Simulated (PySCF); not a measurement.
**Cost of response and excited-state runs on `N#C[C@@H]1C=CO[C@H]1OC=O`, C₆H₅NO₃**

Bonds (- single, = double, # triple, : aromatic): N1#C2 1.142 Å, C2-C3 1.445 Å, C3-C4 1.511 Å, C4=C5 1.324 Å, C5-O6 1.365 Å, O6-C7 1.404 Å, C7-O8 1.425 Å, O8-C9 1.333 Å, C9=O10 1.189 Å, C7-C3 1.550 Å. C3 carries H11; C4 carries H12; C5 carries H13; C7 carries H14; C9 carries H15. Stereochemistry as in N#C[C@@H]1C=CO[C@H]1OC=O.

PySCF with density fitting, on 1 thread of an Arm Neoverse V2, shared host. Command: `OMP_NUM_THREADS=1 python excited_run.py task.json out`

(1) How long does each of these runs take, and how much memory?
- circular dichroism and optical rotation, CAM-B3LYP/6-31G*; 10 states; IEF-PCM ethanol; Tamm-Dancoff; core frozen; grid level 4
- circular dichroism and optical rotation, CAM-B3LYP/6-31G; 4 states; core frozen
- circular dichroism and optical rotation, CAM-B3LYP/def2-SVPD; 12 states
- circular dichroism and optical rotation, PBE0/def2-SVPD; 12 states; wavelengths [1907] nm
- circular dichroism and optical rotation, wB97X/def2-SVPD; 1 states; wavelengths [1907] nm; grid level 3

Results:

(1) 
```csv
run,level,basis functions,wall time,peak memory (GiB)
circular dichroism and optical rotation,CAM-B3LYP/6-31G*,150,28 s,0.85
circular dichroism and optical rotation,CAM-B3LYP/6-31G,100,17 s,0.66
circular dichroism and optical rotation,CAM-B3LYP/def2-SVPD,249,120 s,1.1
circular dichroism and optical rotation,PBE0/def2-SVPD,249,86 s,1
circular dichroism and optical rotation,wB97X/def2-SVPD,249,78 s,1.1
```
Times from a shared host are rough.
